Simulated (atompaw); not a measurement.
## u(r) = r·R(r): atom against pseudo-atom (Mn)

Columns: radius, all-electron u(r) and pseudo u(r) of the 4s shell (level -8.38 eV) of manganese in the configuration [Ar] 3d5 4s1.5 4p0; PBE, scalar-relativistic, PAW (atompaw) scheme, atompaw 4.2.0.5.

| r (bohr) | all-electron | pseudo |
| --- | --- | --- |
| 0.110 | 0.0819 | 0.0521 |
| 0.219 | 0.1613 | 0.1033 |
| 0.329 | 0.0084 | 0.1542 |
| 0.438 | -0.1627 | 0.2035 |
| 0.548 | -0.2646 | 0.2518 |
| 0.658 | -0.2852 | 0.2983 |
| 0.767 | -0.2438 | 0.3422 |
| 0.877 | -0.1630 | 0.3841 |
| 0.987 | -0.0626 | 0.4234 |
| 1.096 | 0.0429 | 0.4595 |
| 1.206 | 0.1467 | 0.4929 |
| 1.315 | 0.2419 | 0.5229 |
| 1.425 | 0.3276 | 0.5500 |
| 1.535 | 0.4019 | 0.5738 |
| 1.644 | 0.4641 | 0.5942 |
| 1.754 | 0.5159 | 0.6114 |
| 1.863 | 0.5571 | 0.6253 |
| 1.973 | 0.5893 | 0.6360 |
| 2.083 | 0.6131 | 0.6437 |
| 2.192 | 0.6293 | 0.6482 |
| 2.302 | 0.6391 | 0.6498 |
| 2.412 | 0.6431 | 0.6485 |
| 2.521 | 0.6421 | 0.6444 |
| 2.631 | 0.6369 | 0.6376 |
| 2.740 | 0.6281 | 0.6282 |
| 2.850 | 0.6162 | 0.6162 |

Question: How many radial nodes do the two functions have?

Answer: The all-electron 4s function has n − l − 1 = 3 (the table is too coarse to show those close to the nucleus); the pseudo-wave has 0, since the states of the same l below it are removed with the core.

Question: Is the pseudo-wave norm-conserving?

Answer: No, it belongs to a PAW set: the norm inside the radius is not constrained, and the difference is carried by the augmentation charge.
